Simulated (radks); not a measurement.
The numbers below are computed, except where a source is named.
Problem. These are the eigenvalues of the occupied orbitals of an atom or ion with whole-number occupations (eV). Code: a radial shooting solver on a logarithmic mesh with Libxc functionals. Model: scalar-relativistic Kohn-Sham, BLYP, spin-polarised, spherical densities, finite nucleus; Fermi nuclear charge, rms radius of each element as measured or else 0.836 A^(1/3) + 0.57 fm.

1s down: -70381.58
1s up: -70381.57
2s up: -12903.41
2s down: -12903.37
2p up: -11400.67
2p down: -11400.64
3s up: -3679.170
3s down: -3678.010
3p up: -3233.661
3p down: -3232.499
3d up: -2722.062
3d down: -2721.176
4s up: -1412.565
4s down: -1410.751
4p up: -1256.252
4p down: -1254.516
4d up: -1062.263
4d down: -1060.543
4f up: -854.9285

Which element is it, and in what charge state? The configuration may be excited. Open shells, if any, are filled with parallel spins first.

Solution. Z = 74, tungsten, charge +27: W27+ in [Kr] 4d10 4f1. The list shows which subshells hold electrons but not how many an open one holds; the 1s level, -2586.5 hartree, gives Z - s = 71.9 by -(Z - s)^2/2, which with screening and relativity narrows Z to a few neighbours, and the depths of the outer levels then fix element, charge and occupations together.
